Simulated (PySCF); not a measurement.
Al(Me)(Cl) (CH3AlCl), SMILES [Cl][Al+][CH3], charge +1. Geometry optimised at B3LYP-D3(BJ)/def2-TZVP. The multiplicity is an assumed one; other spin states were not compared. The isomer is the one that the SMILES or the coordinates give; other isomers of the formula were not compared.

All values below come from B3LYP-D3(BJ)/def2-TZVP in PySCF.

Harmonic wavenumbers (cm⁻¹): 128, 128, 472, 740, 740, 774, 1228, 1421, 1421, 3032, 3125, 3125. Rotational constants (GHz): 157.1, 2.764, 2.764; symmetry number 3.

Problem. Work out the zero-point energy and the ideal-gas rigid-rotor harmonic-oscillator thermochemistry at 298.15 K and 1 atm.

Solution. ZPE = ½ Σ hcν = ½ × 16332 cm⁻¹ = 23.35 kcal/mol. H − E(el) = 26.92 kcal/mol. Entropy in cal/(mol K): translation 38.96, rotation 20.93, vibration 7.51, total 67.39. G − E(el) = 6.83 kcal/mol. Cp = 15.70 cal/(mol K). Modes under 150 cm⁻¹ make the vibrational entropy uncertain.
